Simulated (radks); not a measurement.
Values are calculated unless marked as measured or tabulated.
Removal energies from the palladium ion Pd7+, [Kr] 4d(3/2: 3, 5/2: 0), by Delta-SCF beside the eigenvalue of the level emptied. Level of theory: Dirac Kohn-Sham, relativistic LDA (MacDonald-Vosko exchange, VWN5 correlation), spin-unpolarised, spherical densities, finite nucleus; Fermi nuclear charge, rms radius of each element as measured or else 0.836 A^(1/3) + 0.57 fm (a radial shooting solver on a logarithmic mesh with Libxc functionals). Sub-shells are occupied by j as written (lower j first in brackets).

| removed from | final configuration | Delta-SCF (eV) | -eigenvalue (eV) |
|---|---|---|---|
| 4d3/2 | [Kr] 4d(3/2: 2, 5/2: 0) | 120.75 | 111.02 |
| 4p3/2 | [Ar] 3d10 4s2 4p(1/2: 2, 3/2: 3) 4d(3/2: 3, 5/2: 0) | 173.62 | 162.82 |
| 4p1/2 | [Ar] 3d10 4s2 4p(1/2: 1, 3/2: 4) 4d(3/2: 3, 5/2: 0) | 178.97 | 167.96 |
| 4s1/2 | [Ar] 3d10 4s1 4p6 4d(3/2: 3, 5/2: 0) | 211.70 | 200.25 |
